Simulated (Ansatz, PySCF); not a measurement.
GeH₃, SMILES [GeH3-], charge -1. Atoms are numbered in the order given.

```xyz
4

Ge     0.0000     0.0000     0.0089
H      1.1607     0.6701     0.9041
H     -1.1607     0.6701     0.9041
H      0.0000    -1.3403     0.9041
```
Charge -1, spin multiplicity 1.

Geometry: r2SCAN-D4/def2-TZVPD.

Two levels are set side by side: PBE-D3(BJ)/def2-TZVPD (Ansatz, a first-principles code) and r2SCAN-D4/def2-TZVPD (Ansatz). Each level has its own optimised geometry; the coordinates shown are those of the second. Frequencies come from the Hessian of PySCF at each geometry. Differences are taken from unrounded values.

| quantity | r2SCAN-D4 | PBE-D3(BJ) | PBE-D3(BJ) minus r2SCAN-D4 |
|---|---|---|---|
| mean bond length (Å) | 1.612 | 1.631 | 0.019 |
| bond Ge1–H2 (Å) | 1.612 | 1.631 | 0.019 |
| bond Ge1–H3 (Å) | 1.612 | 1.631 | 0.019 |
| bond Ge1–H4 (Å) | 1.612 | 1.631 | 0.019 |
| highest harmonic wavenumber (cm⁻¹) | 1772 | 1699 | -73 |
| mean harmonic wavenumber (cm⁻¹) | 1323 | 1267 | -56 |
| zero-point energy (kcal/mol) | 11.35 | 10.87 | -0.48 |
